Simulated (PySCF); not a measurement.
C3H9NSi2, SMILES CC1=N[C@@H]([SiH3])[SiH2]1.

Coordinates come from a r2SCAN-D4/def2-SVP optimisation. The structure was generated by enumeration; whether it is a known compound was not checked.

Calculation: ωB97X/def2-TZVP in PySCF.

- total energy = -753.44683 hartree
- highest occupied level = -9.27 eV
- lowest empty level = 1.48 eV
- orbital gap = 10.75 eV
- dipole moment = 0.410 e·Å
- quadrupole, principal values (traceless, Buckingham form, about the centre of nuclear charge) = -5.32, -0.93, 6.24 D·Å
- mean static polarisability = 93.7 bohr³ (13.89 Å³)
- polarisability, principal values = 77.3, 93.5, 110.3 bohr³
